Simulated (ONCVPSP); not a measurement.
**Ranking ONCV potentials for Gd**

All share these settings but for the change named:

```
Element                 : Gd
Generator               : ONCVPSP 4.0.1
Type                    : optimised norm-conserving Vanderbilt (ONCV)
Functional              : PBE
Relativity              : scalar-relativistic
Frozen core             : [Kr] 4d10 4f7
Valence charge          : 11
Reference configuration : 5s2 5p6 5d1 6s1 6p1
Partial waves           : 5s+6s: rc 2.20 bohr, ncon 3, nbas 6, qcut 5.5 1/bohr, 2 projectors; 5p+6p: rc 3.10 bohr, ncon 4, nbas 8, qcut 4.7 1/bohr, 2 projectors; 5d: rc 2.25 bohr, ncon 4, nbas 9, qcut 4.6 1/bohr, 1 projector
Local potential         : polynomial inside 2.15 bohr (lpopt 5, dvloc0 0 Ha)
Core correction         : Teter function, fcfact 3, rcfact 1.55
```

Cutoff: the first of the cutoffs (Ha) at which the residual kinetic energy of the hardest occupied pseudo-wave falls to 1 and 0.1 mHa per electron; the density cutoff is not measured.

The base gives 10 Ha.

Of 10 variants that were run, those that failed, showed a ghost or another fault, or gave nearly equal values are left out.

A variant can come out equal or close to the base.

(1) Rank these variants from softest to hardest (loose cutoff).
A. reference 5s2 5p6 5d1 6s2; wave 5p+6p: rc 3.10 bohr, ncon 4, nbas 8, qcut 4.7 1/bohr, 2 projectors becomes 5p: rc 3.10 bohr, ncon 4, nbas 8, qcut 4.7 1/bohr, 2 projectors, debl 1.7 Ha
B. s: qcut 3.1
C. all radii but the core radius scaled by about 0.89 (s 1.96, p 2.76, d 2.00 bohr); local potential polynomial inside 1.92 bohr (lpopt 5, dvloc0 0 Ha)

Results:

(1) B (8 Ha), A (10 Ha), C (11 Ha).
